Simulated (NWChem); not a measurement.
System: CH$_{5}$F$_{2}$NSi; SMILES NC[SiH](F)F

The following NWChem deck was run.

```
start job
memory heap 200 mb stack 900 mb global 1100 mb
geometry units angstroms
  N     -2.316519     0.170495     0.614702
  C     -1.285551    -0.691954     0.031277
  Si     0.504851    -0.090069     0.258614
  F      0.603339     1.402768    -0.314341
  F      1.506547    -0.895238    -0.692539
  H     -2.191323     0.245456     1.618344
  H     -2.247508     1.106271     0.228964
  H     -1.514857    -0.778436    -1.036530
  H     -1.427301    -1.689844     0.453932
  H      1.054909    -0.063917     1.592830
end
basis spherical
  * library def2-svp
end
dft
  xc pbe0
  iterations 150
end
driver
  maxiter 120
end
task dft optimize
task dft freq
```

The level has its own optimisation; frequencies are unscaled.

Question: Predict the main results of this run. (PBE0/def2-SVP.) Quantities: r C–N (Å); r H–N (Å); r C–Si (Å); r C–H (Å); highest harmonic frequency (cm⁻¹); lowest (cm⁻¹); zero-point energy (kcal/mol); dipole (D).

Answer: 
```yaml
r C–N (Å): 1.461
r H–N (Å): 1.018
r C–Si (Å): 1.866
r C–H (Å): 1.104
highest harmonic frequency (cm⁻¹): 3630
lowest (cm⁻¹): 74
zero-point energy (kcal/mol): 43.8
dipole (D): 1.64
```
